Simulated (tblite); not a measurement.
Task: What does the GFN2-xTB structure of `C1C([Si@H](CC)C=1C=O)=O` look like in three dimensions?

Result: 
Z-matrix in Å and degrees, rows numbered from 1:
```
C 
C   1  1.5281
Si  2  1.8977  1  112.95
C   3  1.9598  2  119.02  1    84.56
O   4  1.2032  3  138.92  2   -67.34
C   4  1.4789  3   90.80  2   109.66
C   6  1.3478  4  103.31  3     0.38
C   7  1.4480  3  133.38  2    66.01
O   8  1.2051  7  125.34  3   -49.61
H   1  1.0871  2  110.85  3    59.88
H   1  1.0870  2  110.71  3   -60.22
H   1  1.0880  2  110.40  3   179.80
H   2  1.0924  1  109.08  3   122.37
H   2  1.0917  1  109.16  3  -121.70
H   3  1.4638  2  113.76  1   -60.30
H   6  1.0789  4  127.33  3  -177.07
H   8  1.1124  7  113.69  3   127.62
```

The 4-membered ring Si3–C4–C6–C7 has internal angles of 69.6° to 103.3° (sum 360°, against 360° for a flat polygon); it is planar, 0.00 Å rms from its mean plane, widest ring torsion 0°. Si3 (SiH silicon) has angles from 69.6° to 119.0°. The 4 C–C bonds span 1.348 Å (C6=C7, drawn double) to 1.528 Å (C1–C2, drawn single), a spread of 0.180 Å. The C–Si distances run from 1.898 Å (C2–Si3, drawn single) to 1.960 Å (Si3–C4, drawn single), a spread of 0.062 Å.

Structure optimised with GFN2-xTB, isolated species.

Point group: C1 (no symmetry element, even within 0.4 Å). Its GFN2-xTB frequencies are all real (lowest 26 cm⁻¹). One conformer, not necessarily the lowest (C1–C2–Si3–C4 85°, C6–C7–C8–O9 129°).

On one thread of an Arm Neoverse V1, no GPU, on a shared host, this took 1.5 s of wall time. That covers the optimisation of the geometry.

The numbers are calculated, not measured.
